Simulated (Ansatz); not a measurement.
The same path of F3H4NOZr (10 atoms, charge 0, multiplicity 1) was run twice with different band settings. Lost on the way: O8–H10. Made: N2–H10.

Computed with Ansatz 0.2.0, RKS PBE-D4/def2-SVP.

Relaxed end points:

```xyz
10
Properties=species:S:1:pos:R:3
Zr -0.094 0.052 0.147
N -0.040 -0.043 2.230
H 0.379 -0.842 2.724
H 0.071 0.778 2.839
F 1.745 -0.266 -0.320
F -0.392 1.811 -0.562
F -0.837 -1.548 -0.651
O -2.395 0.158 0.895
H -2.891 -0.632 0.603
H -2.002 -0.077 1.781
```

```xyz
10
Properties=species:S:1:pos:R:3
Zr -0.496 -0.140 -0.047
N -0.197 0.284 2.366
H 0.546 -0.288 2.790
H 0.016 1.267 2.583
F 0.978 -1.346 0.316
F -0.143 1.765 -0.092
F -0.774 -0.487 -1.926
O -2.256 -0.684 0.639
H -3.053 -1.031 0.206
H -1.075 0.049 2.850
```

Common settings: movable images 7; climbing image yes; optimiser quadratic models (default); start path through a guess of the saddle point; force threshold 0.05 eV/Å; iteration limit 60; end points relaxed.

| run | spring |
| --- | --- |
| 1 | 5.0 eV/Å² |
| 2 | 20.0 eV/Å² |

Question: What does each run give, and how far can it be trusted?

Answer: Run 1: converged after 24 iterations, highest image 0.083 eV above the first end. A vibrational analysis at the climbing image gives one clearly imaginary mode, 442i cm⁻¹: a first-order saddle point.
Run 2: converged after 19 iterations, highest image 0.083 eV above the first end. Another band between the same ends (7 images) ends at a top of the same energy, where a vibrational analysis finds 1 clearly imaginary mode.
The orbitals stay closed-shell, which can raise the energy where a bond breaks towards radicals; this wasn't checked here.
